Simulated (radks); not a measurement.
Results of a calculation; reference values are marked as such.
Problem. The selenium ion Se8+ is in [Ar] 3d8. Code: a radial shooting solver on a logarithmic mesh with Libxc functionals. Model: scalar-relativistic Kohn-Sham, PBEsol, spin-polarised, spherical densities, finite nucleus; Fermi nuclear charge, rms radius of each element as measured or else 0.836 A^(1/3) + 0.57 fm. Open shells are filled with parallel spins first. One electron is removed from 3s, 3d, 2p, 3p in turn, with full relaxation. Which removal costs least, and what does each cost?

Solution. 3d 220.99 eV; 3p 321.57 eV; 3s 382.68 eV; 2p 1622.9 eV. The 3d electron leaves first.
